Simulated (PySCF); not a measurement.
PySCF input for Al(F)(Br)(OMe) (CH₃AlBrFO), SMILES [O](C)[Al]([Br])[F], IEF-PCM-M06-2X/def2-SVP. Coordinates come from a B3LYP-D3(BJ)/def2-SVP optimisation. Other conformers were not sampled.

```python
import numpy as np
from pyscf import gto, scf, dft
from pyscf.solvent import pcm

mol = gto.M(
    atom='''
    Al    0.67923130   -0.51656002    0.00000000
    F     2.33291888   -0.50596938   -0.00000000
    Br   -0.42923298    1.43152839   -0.00000000
    O    -0.11291636   -1.99367079   -0.00000000
    C    -1.42262898   -2.49219490    0.00000000
    H    -1.59059961   -3.12131259   -0.89141536
    H    -1.59059960   -3.12131259    0.89141537
    H    -2.18281845   -1.68932818    0.00000000
    ''',
    basis='def2-SVP',
    charge=0,
    spin=0,
    max_memory=1600,
    verbose=3,
)
mf = dft.RKS(mol, xc='m06-2x').density_fit(auxbasis='def2-universal-jkfit')
mf.grids.level = 4
mf.conv_tol = 1e-9
mf.max_cycle = 100
mf.kernel()
res = {}
for name, eps in {'water': 78.355, 'ethylethanoate': 5.9867, 'dichloromethane': 8.93}.items():
    s = mf.PCM()
    s.with_solvent.method, s.with_solvent.eps, s.with_solvent.lebedev_order = 'IEF-PCM', eps, 29
    s.kernel(mf.make_rdm1())
    res[name] = (s.e_tot, eps, s.dip_moment(), s.mo_energy, s.converged)
    print(f'{name}: electrostatic solvation free energy {(s.e_tot - mf.e_tot) * 627.509474:.3f} kcal/mol')
```

Program output:

```
converged SCF energy = -3031.13967638748

WARN: PCM is an experimental feature. It is still in testing.
Features and APIs may be changed in the future.

converged SCF energy = -3031.15041029072
Dipole moment(X, Y, Z, Debye): -2.20399, -1.14682, -0.00000
water: electrostatic solvation free energy -6.736 kcal/mol

WARN: PCM is an experimental feature. It is still in testing.
Features and APIs may be changed in the future.

converged SCF energy = -3031.1478729068
Dipole moment(X, Y, Z, Debye): -2.16161, -1.10510, -0.00000
ethylethanoate: electrostatic solvation free energy -5.143 kcal/mol

WARN: PCM is an experimental feature. It is still in testing.
Features and APIs may be changed in the future.

converged SCF energy = -3031.14871914503
Dipole moment(X, Y, Z, Debye): -2.17587, -1.11950, -0.00000
dichloromethane: electrostatic solvation free energy -5.674 kcal/mol
```

The run converged.

Cost: about 110 core-seconds (a rough figure).
